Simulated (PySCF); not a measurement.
Computed shifts of a molecule C₂H₇NSi, PySCF with PBE/pcSseg-1, GIAO, gas phase, atoms alike by connectivity averaged where their shifts nearly agree, in ppm (number of nuclei): ¹³C: 44.4 (2). ¹⁵N: 48.2 (1). ²⁹Si: -25.5 (1). ¹H: 5.24 (2), 3.72 (2), 3.37 (2), 0.59 (1). References: ¹³C against TMS (σ = 182.0 ppm); ¹⁵N against NH3 (σ = 267.0 ppm); ²⁹Si against TMS (σ = 335.4 ppm); ¹H against TMS (σ = 31.49 ppm), references at their B3LYP-D3(BJ)/def2-TZVP geometries, non-relativistic. Geometry optimised at PBE0-D3(BJ)/def2-SVP. The values are those of a single conformer.

### Question
Which molecule gave these data?
(A) C/C=N\[SiH3]
(B) C=C[SiH2]N
(C) C1NC[SiH2]1
(D) CN(C)[SiH]

### Answer
C, C1NC[SiH2]1
